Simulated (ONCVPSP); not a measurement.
## Potentials for phosphorus (P) compared

Generated with ld1.x 7.5 (TM, RRKJ, ultrasoft, PAW), atompaw 4.2 or ONCVPSP 4.0.1. The cutoff is in Ry: for ld1.x and atompaw files where the sum of valence levels is converged to 10 mRy in a Bessel basis, for ONCV files where the hardest occupied wave has 1 mHa per electron of residual kinetic energy. The error is the largest all-electron minus pseudo excitation energy over each file’s own four to seven test configurations (ionisations up to +4, promotions, holes and added fractions of an electron), all of which were solved. The labels leave out finer settings (local radius, basis sizes, second energies), which also bear on the numbers. Spin-polarised tests are not counted. The rows are a selection from randomly drawn settings: files with unsolved tests, undetermined cutoffs or missed reference levels are left out.

```csv
potential,cutoff (Ry),largest error (meV),bound ghosts
"ONCV, LDA (Perdew-Wang 92), scalar-relativistic, rc 1.05/0.95/0.95 (spd), local smoothed, core correction yes, reference 2s2 2p6 3s2 3p2.5, qcut 14.1/16.4/9.8, projectors 2/2/2",199,+1.8,none
"ONCV, PBE, fully relativistic, rc 1.50/1.50 (sp), local p, core correction no, reference 3s2, qcut 4.6/6.4, projectors 1/0",22,+430,none
"ONCV, PBE, scalar-relativistic, rc 1.35/1.85/1.65 (spd), local smoothed, core correction no, reference 3s2 3p2.5, qcut 3.8/5/5.5, projectors 1/1/2",35,+30,none
"ONCV, PBEsol, scalar-relativistic, rc 1.50/1.80/1.90 (spd), local s, core correction yes, reference 3s2 3p3, qcut 5.1/3.7/5.5, projectors 0/1/2",21,+23,none
"ONCV, BLYP, scalar-relativistic, rc 0.75/1.00 (sp), local smoothed, core correction yes, reference 2s2 2p6 3s2 3p3, qcut 17.5/16.1, projectors 2/2",193,+10,none
```

(1) Fill in the row for P: ONCV, LDA (Perdew-Wang 92), scalar-relativistic, rc 1.00/0.70/0.80 (spd), local smoothed, core correction yes, reference 2s2 2p6 3s1 3p4, qcut 10.7/15.7/12.7, projectors 3/2/3.

Results:

(1) cutoff 261 Ry, largest error +18 meV, bound ghosts: none.
